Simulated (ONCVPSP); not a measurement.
## Scattering properties, ONCV potential for O

ONCVPSP 4.0.1 input, shortened (lines: element, Z, core and valence counts, functional; n l f; lmax; l rc ep ncon nbas qcut; lloc lpopt rc5 dvloc0; l nproj debl; icmod fcfact rcfact), PBE, scalar-relativistic:

```
  O 8.00    1    2        4      upf
    1    0    2.00
    2    0    1.50
    2    1    4.50
    2
    0    0.65    0.00    3    6   12.70
    1    1.95    0.00    5   10    8.50
    2    2.15    0.19    4    7    3.90
    4    3    0.45    4.00
    0    2    3.80
    1    2    1.30
    2    2    1.60
    3    3.25    1.10
```

The phase is arctan(r·R′/R) of the radial function R(r), unwrapped; energies in Ha, scanned from -2 to 5 Ha. A pole is an energy at which the radial function vanishes at the test radius. The pseudo phase is shifted by a multiple of π to meet the all-electron one at the reference energy, and phase errors are pseudo minus all-electron; the curves can meet again beyond the range given. Levels narrower than the energy grid can be missing from the lists of poles. n/a: not evaluated, since a narrow level or a reset projector energy made the automatic matching unsafe.

```csv
channel,radius (bohr),reference energy (Ha),"poles, all-electron","poles, pseudo",unbroken range about the reference energy with phases within 0.05 rad,phase error 1 Ha above the reference energy (rad)
s,0.66,-0.89,none,none,the whole range,-0.000
p,1.98,-0.34,"-0.06, 3.84","-0.06, 3.78",the whole range,-0.000
d,2.18,0.19,2.27,2.28,n/a,n/a
```

Note: ghosts flagged at negative energy: d at -48.5 eV; no localised positive-energy state flagged. A true bound ghost makes a file unfit for plane-wave use.

Phases in the d channel:

```
E (Ha)  all-electron  pseudo
 -1.98         1.310   4.433
 -1.80         1.298   3.928
 -1.62         1.284   1.302
 -1.44         1.267   1.276
 -1.26         1.248   1.253
 -1.08         1.225   1.229
 -0.90         1.198   1.200
 -0.72         1.164   1.166
 -0.54         1.121   1.122
 -0.36         1.065   1.066
 -0.18         0.990   0.990
  0.00         0.882   0.882
  0.18         0.720   0.720
  0.36         0.468   0.468
  0.54         0.086   0.087
  0.72        -0.375  -0.373
  0.90        -0.763  -0.761
  1.08        -1.022  -1.021
  1.26        -1.190  -1.189
  1.44        -1.303  -1.302
  1.62        -1.385  -1.385
  1.80        -1.448  -1.448
  1.98        -1.499  -1.499
  2.16        -1.544  -1.544
  2.34        -1.585  -1.584
  2.52        -1.626  -1.623
  2.70        -1.668  -1.662
  2.88        -1.716  -1.704
  3.06        -1.774  -1.753
  3.24        -1.851  -1.812
  3.42        -1.969  -1.891
  3.60        -2.174  -2.003
  3.78        -2.591  -2.181
  3.96        -3.318  -2.489
  4.14        -3.908  -3.003
  4.32        -4.196  -3.572
  4.50        -4.346  -3.951
  4.68        -4.436  -4.164
  4.86        -4.496  -4.292
```
